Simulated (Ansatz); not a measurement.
`FB(F)[CH2][SbH2]` + CH₃SH → `CSB(F)F` + `[CH3][SbH2]` at 700 K and 1 bar (ligand exchange at a B–C bond).

Computed with Ansatz on PBE0-D4/def2-TZVP structures; ΔE is electronic, products minus reactants. CCSD(T)/CBS adds triple-zeta CCSD(T) − MP2 to the extrapolated MP2 energy (def2 sets, frozen cores). This one scheme is used for every species. def2 core potentials past Kr. For Sb outer-core shells are correlated without core-valence functions, which leaves a few kJ/mol of doubt a bond. Each species was taken in one conformer, which may not be the lowest.

| species | CCSD(T)/CBS energy (Eh) | H − E (kJ/mol) | S (J/(mol·K)) |
| --- | --- | --- | --- |
| `FB(F)[CH2][SbH2]` | -504.97662 | 206.2 | 470.3 |
| CH₃SH | -438.22835 | 160.2 | 309.0 |
| `CSB(F)F` | -662.16308 | 192.0 | 423.9 |
| `[CH3][SbH2]` | -281.05548 | 178.7 | 355.3 |

H − E and S are ideal-gas, rigid-rotor, harmonic terms from PBE0-D4/def2-TZVP, for one conformer and one mirror image of each species. 1 Eh = 2625.50 kJ/mol, R = 8.31446 J/(mol·K).

**Question.** By hand: ΔE, ΔH, ΔS and ΔG.

**Answer.** ΔE = (-662.16308) + (-281.05548) − (-504.97662) − (-438.22835) = -0.01359 Eh = -35.7 kJ/mol. Δ(H − E) = 192.0 + 178.7 − 206.2 − 160.2 = 4.3, so ΔH = -31.4 kJ/mol. ΔS = 423.9 + 355.3 − 470.3 − 309.0 = -0.1 J/(mol·K). ΔG = -31.4 − 700 × (-0.1)/1000 = -31.3 kJ/mol.

**Question.** By hand: the equilibrium constant, and the temperature at which ΔG would vanish if ΔH and ΔS stayed fixed.

**Answer.** log₁₀ K = −ΔG/(RT ln 10) = 2.3. ΔG = 0 at ΔH/ΔS = 314000 K, far beyond where these terms or the molecules hold.

The number of gas molecules stays the same, so ΔS is small and ΔH decides. A doubt of 5 kJ/mol in ΔE shifts log₁₀ K by 0.4 here. Other conformers and mirror images would add mixing entropy, several J/(mol·K) or more a flexible species. Modes under 60 cm⁻¹, often nearly free rotors, make the harmonic entropy too high. These are equilibria of isolated gas molecules and say nothing of rates. Largest T1 diagnostic: 0.013 (customary marks: 0.02 for closed shells, 0.045 for open ones).
